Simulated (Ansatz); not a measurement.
Reactions of CH9BGeSi, SMILES `C[BH][GeH2][SiH3]`.

Computed with Ansatz on PBE0-D4/def2-TZVP structures; ΔE is electronic, products minus reactants. CCSD(T)/CBS adds triple-zeta CCSD(T) − MP2 to the extrapolated MP2 energy (def2 sets, frozen cores). This one scheme is used for every species. Double bonds are as drawn, so ΔE can hold a change between cis and trans. For Ge outer-core shells are correlated without core-valence functions, which leaves a few kJ/mol of doubt a bond. Scalar relativity is left out up to krypton. Each species was taken in one conformer, which may not be the lowest.

Task: Order these by ΔE at CCSD(T)/CBS, lowest first. (Estimate.)
A. `C[BH][GeH2][SiH3]` + H–F → `C[BH][GeH2][F]` + SiH₄
B. `C[BH][GeH2][SiH3]` + `[Cl][GeH2][Cl]` → `C[BH][GeH2][Cl]` + `[SiH3][GeH2][Cl]`
C. `C[BH][GeH2][SiH3]` + `NB(O)F` → `O[B](F)[GeH2][SiH3]` + `CBN`
D. `C[BH][GeH2][SiH3]` + `O/C=C/[SiH3]` → `O/C=C/[SiH2][SiH3]` + `C[BH][GeH3]`
E. `C[BH][GeH2][SiH3]` → `C[BH][GeH3]` + `[SiH2]`

Result: C (-39.8 kJ/mol), A (-24.9 kJ/mol), B (+0.2 kJ/mol), D (+30.3 kJ/mol), E (+261.8 kJ/mol).

Largest T1 diagnostic: 0.014, for `[SiH2]`.
